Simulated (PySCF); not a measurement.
H₃W, neutral, multiplicity 4. Atoms are numbered in the order given.

```xyz
4

W      0.0000     0.0000    -0.0192
H      1.4226     0.8214     0.4737
H     -1.4226     0.8214     0.4737
H      0.0000    -1.6427     0.4737
```
Charge 0, spin multiplicity 4.

The structure is a stationary point at PBE-D3(BJ)/def2-TZVPD. The multiplicity is an assumed one; other spin states were not compared. The def2 effective core potentials stand for the cores of W; spin–orbit coupling is left out.

Method: TDA-M06-2X/def2-TZVPD (PySCF).

Vertical excitations; the highest root listed may be one member of a degenerate set. 

| state | energy (eV) | λ (nm) | f | main pairs |
|---|---|---|---|---|
| root 1 | 1.76 | 703 | 0.000 | α HOMO→LUMO 50 %, α HOMO−1→LUMO+1 44 % |
| root 2 | 1.81 | 684 | 0.002 | α HOMO→LUMO+1 43 %, α HOMO−1→LUMO 43 %, α HOMO−2→LUMO 8 % |
| root 3 | 1.82 | 682 | 0.002 | α HOMO−1→LUMO+1 46 %, α HOMO→LUMO 39 %, α HOMO−2→LUMO+1 9 % |
| root 4 | 1.91 | 649 | 0.009 | α HOMO−1→LUMO 47 %, α HOMO→LUMO+1 47 % |
| root 5 | 2.09 | 595 | 0.003 | α HOMO−2→LUMO+1 (degenerate set) |
| root 6 | 2.09 | 594 | 0.003 | α HOMO−2→LUMO (degenerate set) |
| root 7 | 3.32 | 373 | 0.014 | α HOMO→LUMO+2 (degenerate set) |
| root 8 | 3.32 | 373 | 0.015 | α HOMO−1→LUMO+2 (degenerate set) |
| root 9 | 3.46 | 358 | 0.001 | β HOMO→LUMO 89 % |
| root 10 | 3.46 | 358 | 0.001 | β HOMO−1→LUMO 89 % |
Unrestricted roots are not spin-pure.
